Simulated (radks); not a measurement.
Question: All-electron atom: the cadmium ion Cd5+ in [Kr] 4d7. Method: scalar-relativistic Kohn-Sham, PBEsol, spin-polarised, spherical densities, finite nucleus; open shells are filled with parallel spins first (spin-orbit coupling, left out, can overturn this in heavy ions); Fermi nuclear charge, rms radius 4.6087 fm; computed with a radial shooting solver on a logarithmic mesh with Libxc functionals. Some entries of the table are withheld. Estimate them.

orbital,occ.,eigenvalue (eV),<r> (bohr)
1s up,1,-26585.87,0.03041
1s down,1,-26585.87,0.03041
2s up,1,-4012.759,0.1317
2s down,1,-4012.009,0.1317
2p up,3,-3609.186,0.1149
2p down,3,-3608.606,0.1149
3s up,1,-809.1304,0.3585
3s down,1,-808.7100,0.3584
3p up,3,-676.8006,0.3572
3p down,3,-676.3280,0.3570
3d up,5,-469.6891,0.3346
3d down,5,-468.9940,0.3345
4s up,1,-179.8315,0.8661
4s down,1,-177.0698,0.8651
4p up,3,-140.0768,0.9334
4p down,3,-137.2639,0.9331
4d up,5,(1),1.110
4d down,2,(2),1.115

Answer: 
(1) 4d up eigenvalue (eV): -81.5528
(2) 4d down eigenvalue (eV): -78.7965
